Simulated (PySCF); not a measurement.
# Computed vibrations of PmCl3(H2O)

PmCl3(H2O) (singlet in the valence; each metal's 4f electrons, 4 of them, lie in its core potential, out of spins and levels). PySCF 2.14.0, RKS PBE0, Pm lcecp-1-SVP with ECP50, Cl def2-SVP, O def2-SVP, H def2-SVP; non-relativistic Hamiltonian with scalar-relativistic core potentials where named; density fitting; no spin-orbit coupling. Central differences of gradients.

```xyz
7

Pm    0.0282   -0.0388    0.0388
Cl    1.1411    1.9585    1.1817
Cl   -1.7033   -1.3605    1.3605
Cl    1.1411   -1.1817   -1.9585
O    -1.3288    1.4030   -1.4030
H    -1.5248    2.3344   -1.2340
H    -1.5248    1.2340   -2.3344
```

Run from Python with OMP_NUM_THREADS=2. Where DIIS fails, smearing, a level shift and second-order steps follow.
It took 3.1 min on 2 threads of Arm Neoverse V1, on a shared host.

What are the harmonic wavenumbers and infrared intensities?

Modes are labelled in Cs; negative numbers are unstable modes, those under 60 cm⁻¹ near the noise; a finer grid moves soft modes by up to 10 cm⁻¹.
| cm⁻¹ | km/mol | symmetry |
| --- | --- | --- |
| -24 | – | a'' |
| 41 | 23.1 | a' |
| 51 | 27.7 | a' |
| 70 | 1.9 | a'' |
| 71 | 2.7 | a' |
| 144 | 6.4 | a'' |
| 269 | 187.3 | a' |
| 307 | 9.2 | a' |
| 314 | 0.2 | a' |
| 334 | 81.0 | a'' |
| 344 | 173.5 | a' |
| 477 | 74.2 | a'' |
| 1615 | 108.0 | a' |
| 3835 | 158.1 | a' |
| 3928 | 186.4 | a'' |

Is this a minimum?

Yes, within the noise of the softest modes. 

An lcecp potential fixes the number of 4f electrons, so in runs with it no electron can move into or out of that shell.
